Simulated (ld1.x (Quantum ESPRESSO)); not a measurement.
# O (Z = 8), TM: configuration errors across variants

O (Z = 8), norm-conserving Troullier–Martins (Kleinman–Bylander form), made with ld1.x (Quantum ESPRESSO) 7.5 (Wu–Cohen, non-relativistic). Core [He], reference 2s1 2p5. Waves: 2p (bound): rc 2.05 bohr; 2s (bound): rc 0.90 bohr. Local part: the s channel. Core correction: a·sin(br)/r model core, default radius (core density twice the valence density).

All-electron excitation energies from the reference (eV): (1) 2s2 2p4 -14.790; (2) 2s2 2p3 1.628; (3) 2s2 2p2 35.205; (4) 2s2 2p4.3 -16.905; (5) 2s2 2p0 165.864; (6) 2s1 2p4 16.688; (7) 2s2 2p1 89.054.

The default core radius of the base comes out at 0.33 bohr.

4 further variants failed, have other tests or another functional or relativity, and are left out.

Errors AE − PS in meV (a dash: test not solved or not reliable):

```tsv
change	(1)	(2)	(3)	(4)	(5)	(6)	(7)	bound ghosts
base	-16	+253	+1150	-45	+8138	+45	+3429	none
local potential all-electron potential smoothed inside 0.90 bohr (lloc = -2)	-16	+253	+1150	-45	+8131	+45	+3429	none
wave 2p (bound): rc 2.05 bohr becomes 2p (bound): rc 2.48 bohr	-72	+458	+2170	-127	+14211	+123	+6262	none
all radii but the core radius scaled by about 0.79 (s 0.72, p 1.62 bohr)	+7.6	+105	+443	-3.2	+3485	+8.6	+1378	none
wave 2s (bound): rc 0.90 bohr becomes 2s (bound): rc 0.98 bohr	-18	+253	+1157	-46	+8190	+45	+3452	none
type ultrasoft; waves now 2s (bound): rcut 0.80, rcutus 0.90 bohr; 2s channel at 0.45 Ry: rcut 0.80, rcutus 0.90 bohr; 2p (bound): rcut 1.80, rcutus 2.05 bohr; 2p channel at 3.35 Ry: rcut 1.80, rcutus 2.05 bohr; local potential all-electron potential smoothed inside 0.95 bohr (lloc = -1); augmentation PSQ, radius 0.70 bohr	+1.6	-1.0	-28	+2.3	-228	+4.4	-114	none
type PAW; waves now 2s (bound): rcut 0.80, rcutus 0.90 bohr; 2s channel at -1.2 Ry: rcut 0.80, rcutus 0.90 bohr; 2p (bound): rcut 1.80, rcutus 2.05 bohr; 2p channel at -0.15 Ry: rcut 1.80, rcutus 2.05 bohr; local potential all-electron potential smoothed inside 0.75 bohr (lloc = -1); augmentation PSQ, inside the norm-conserving radii	+1.2	+3.6	-87	-0.5	-73	-9.4	-209	none
core correction a·sin(br)/r model core inside 0.84 bohr	-5.0	+268	+1169	-35	+8165	+45	+3453	none
```

Give the same row for: core correction a·sin(br)/r model core inside 1.04 bohr.

-4.7, +268, +1170, -34, +8171, +45, +3455; bound ghosts: none.
